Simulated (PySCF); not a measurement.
## Silver: a sound run and one with changed settings

Sound run: Ag+ [Kr] 4d10, Ag(2+) [Kr] 4d9. Computed with PySCF 2.14 in x2c-SVPall, with the spin-free X2C one-electron Hamiltonian (Gaussian nucleus). In the sound run the correlated levels freeze [Kr]. The sound run starts from symmetry-adapted Hartree-Fock orbitals and uses a fine grid where one is needed.

Changed run: no relativity, point nucleus. This setting is unsound on purpose.

```json
{"species": "Ag+", "method": "UHF", "sound run (hartree)": "-5312.07341", "changed run (hartree)": "-5106.32432", "converged": "yes"}
{"species": "Ag+", "method": "r2SCAN", "sound run (hartree)": "-5314.59549", "changed run (hartree)": "-5108.86350", "converged": "yes"}
{"species": "Ag+", "method": "PBE0", "sound run (hartree)": "-5314.26501", "changed run (hartree)": "-5108.52914", "converged": "yes"}
{"species": "Ag+", "method": "MP2", "sound run (hartree)": "-5312.34012", "changed run (hartree)": "-5106.58819", "converged": "yes"}
{"species": "Ag(2+)", "method": "UHF", "sound run (hartree)": "-5311.34524", "changed run (hartree)": "-5105.57736", "converged": "yes"}
{"species": "Ag(2+)", "method": "r2SCAN", "sound run (hartree)": "-5313.79660", "changed run (hartree)": "-5108.04746", "converged": "yes"}
{"species": "Ag(2+)", "method": "PBE0", "sound run (hartree)": "-5313.46696", "changed run (hartree)": "-5107.71377", "converged": "yes"}
{"species": "Ag(2+)", "method": "MP2", "sound run (hartree)": "-5311.55523", "changed run (hartree)": "-5105.78571", "converged": "yes"}
```

Ionisation energy of Ag+:

| method | sound run (eV) | changed run (eV) |
| --- | --- | --- |
| UHF | 19.814 | 20.326 |
| r2SCAN | 21.739 | 22.206 |
| PBE0 | 21.716 | 22.187 |
| MP2 | 21.358 | 21.837 |
| SCS-MP2 | 21.186 | 21.665 |

Most of the change in total energy is the relativistic energy itself. On top of that the contraction fixes the core shape for the Hamiltonian it was made with, so the changed run is not a good calculation with the other Hamiltonian either.

For comparison, NIST gives 21.484 eV between the lowest levels.
